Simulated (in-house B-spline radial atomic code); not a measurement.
Values are calculated unless marked as measured or tabulated.
## Correlation energy from the adiabatic connection: −V exp(−r²/w²), V = 17.3, w = 1.03

Two electrons in a singlet, external potential −V exp(−r²/w²), V = 17.3, w = 1.03 (atomic units). Full CI in B-splines (partial waves to l = 8, correlation up to 0.6 % small) with the density held fixed gives W(λ) = <V_ee>_λ − U, and E_c is the integral of W(λ) − W(0) from 0 to 1.

```csv
λ,W(λ) − W(0) (hartree)
0,0.00000
0.02,-0.00193
0.05,-0.00481
0.12,-0.01143
0.25,-0.02338
0.4,-0.03663
0.6,-0.05347
0.8,-0.06941
1,-0.08451
```

Question: Integrate the table by the trapezoid rule.

Answer: The strips give -0.00002, -0.00010, -0.00057, -0.00226, -0.00450, -0.00901, -0.01229, -0.01539, which sum to -0.04414 hartree. The direct value, W(1) − W(0) + T_c with T_c = 0.04031, is -0.04420; the curve is convex, so chords lie above it and the trapezoids fall short in size by 0.12 %.

Question: Now use only three numbers: W(0) = -1.6315, the initial slope W'(0) = -0.09686 (extrapolated from the first points) and the strong-coupling limit of the point-charge-plus-continuum model, W∞ = -2.2577. What do second-order theory and the interpolation W(λ) = W∞ + (W(0) − W∞)/√(1 + 2χλ) of Seidl, Perdew and Levy give?

Answer: Second order keeps the slope alone: E_c = W'(0)/2 = -0.04843, +10 % in size against -0.04420. Matching the slope fixes χ = W'(0)/(W∞ − W(0)) = -0.09686/(-0.62620) = 0.15468. Integrating, with s = √(1 + 2χ) = 1.144272, E_c = −(W(0) − W∞)(s − 1)/(s + 1) = −0.62620 × 0.144272/2.144272 = -0.04213 hartree, -4.7 % in size against the full result. At λ = 1 the formula gives W − W(0) = -0.07895 against -0.08451. Part of the miss can come from the model's W∞.
